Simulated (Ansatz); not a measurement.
`CO[SiH2][AlH2]` and `BCO[SiH2][AlH2]` differ in one atom or group.

Ansatz, PBE0-D4/def2-TZVP geometries, multiplicity 1. Each molecule was computed in one conformer, which needn't be the lowest.

| property | `CO[SiH2][AlH2]` |
| --- | --- |
| LUMO energy (ωB97M-V/def2-TZVPP) / eV | -0.38 |
| HOMO–LUMO gap (PBE/def2-TZVPP) / eV | 3.54 |
| size of the dipole moment (PBE/def2-TZVPP) / D | 0.82 |
| HOMO energy (PBE/def2-TZVPP) / eV | -6.33 |
| LUMO energy (PBE/def2-TZVPP) / eV | -2.79 |
| HOMO energy (B3LYP/def2-TZVPP) / eV | -7.24 |

What does the change do to each property? (Best estimate.)

Ansatz gave: 
| property | `BCO[SiH2][AlH2]` | shift |
| --- | --- | --- |
| LUMO energy (ωB97M-V/def2-TZVPP) / eV | -0.47 | -0.09 |
| HOMO–LUMO gap (PBE/def2-TZVPP) / eV | 2.97 | -0.57 |
| size of the dipole moment (PBE/def2-TZVPP) / D | 0.84 | 0.02 |
| HOMO energy (PBE/def2-TZVPP) / eV | -5.83 | 0.50 |
| LUMO energy (PBE/def2-TZVPP) / eV | -2.86 | -0.07 |
| HOMO energy (B3LYP/def2-TZVPP) / eV | -6.83 | 0.41 |

With PBE0 the HOMO rises by 0.41 eV and the LUMO falls by 0.08 eV, so the gap narrows by about 0.49 eV. PBE moves the HOMO by 0.50 eV and ωB97M-V by 0.36 eV. Dipoles are sizes alone; their direction can turn.

B3LYP here is the variant with VWN-RPA as its local correlation; programs differ in this.
